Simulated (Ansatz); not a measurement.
Ideal-gas functions of AlFH2Se, SMILES `[F][AlH][SeH]` at 400 K and 1 bar, from an Ansatz frequency run at PBE0-D4/def2-TZVP.

Molar mass 126.96 g/mol, point group Cs (symmetry number 1), electronic degeneracy 1, moments of inertia 23.296, 225.197, 248.493 u Å². Harmonic wavenumbers (cm⁻¹, unscaled): 159, 251, 390, 459, 578, 653, 848, 1986, 2438.

Use S(trans) = R[1.5 ln M + 2.5 ln T − 1.1517]; rotational temperatures θ = 24.2544 K / I; S(rot) = R[ln(√π/σ · √(T³/θAθBθC)) + 1.5]; for each mode x = 1.438777 ν̃/T, S = R[x/(eˣ − 1) − ln(1 − e⁻ˣ)] and H = RT x/(eˣ − 1); 1 cm⁻¹ = 0.0119627 kJ/mol; R = 8.31446 J/(mol·K).

Task: By hand: the entropy, in J/(mol·K).

Result: Translation 175.4. Rotation: θ = 1.0411, 0.1077, 0.0976 K, giving 110.7. Vibration, mode by mode: 13.07, 9.44, 6.15, 5.03, 3.58, 2.90, 1.66, 0.05, 0.01, in all 41.9. Electronic 0.0. Sum 328.0 J/(mol·K).

Task: By hand: H − E and G − E in kJ/mol, counted from the electronic energy.

Result: Zero-point energy ½ × 7762 × 0.0119627 = 46.4; thermal vibration 9.7; translation, rotation and pV give 4 RT = 13.3. H − E = 69.4 kJ/mol, and G − E = 69.4 − 400 × 328.0/1000 = -61.8 kJ/mol.

Vibration gives 13 % of the entropy. The sum counts one conformer and one mirror image; others add a mixing term.
